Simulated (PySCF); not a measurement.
# Polarisability and C₆ of Tc⁺ (technetium, charge +1)

[Kr] 4d5 5s1, high-spin 7S determinant. Computed with PySCF 2.14 in aug-cc-pVDZ-PP with ECP28MDF, with a scalar-relativistic core potential. Coupled (time-dependent) response in atomic units; α is the mean over directions. A double-zeta set is small for polarisabilities.

| method | mean α (bohr³) | C₆ (like pair) | S(−4) |
| --- | --- | --- | --- |
| UHF | 49.15 | 381.8 | 1674 |
| PBE | 34.83 | 262.1 | 682.4 |
| PBE0 | 37.34 | 281.4 | 827.9 |
| HSE06 | 37.00 | 277.9 | 815.1 |

S(−4) is the Cauchy moment in α(ω) = α(0) + S(−4) ω² + …

α(iu) at HSE06:

| u (hartree) | α(iu) (bohr³) |
| --- | --- |
| 0 | 37.00 |
| 0.0500 | 35.10 |
| 0.100 | 30.66 |
| 0.200 | 21.54 |
| 0.300 | 15.63 |
| 0.500 | 9.770 |
| 0.750 | 6.548 |
| 1.00 | 4.822 |
| 1.50 | 2.977 |
| 2.00 | 2.021 |
| 3.00 | 1.095 |
| 5.00 | 0.4567 |

For an ion, C₆ is the dispersion term alone; charge-induced terms of lower order in 1/R come first.

Energies and moments cover only the electrons outside the core potential.
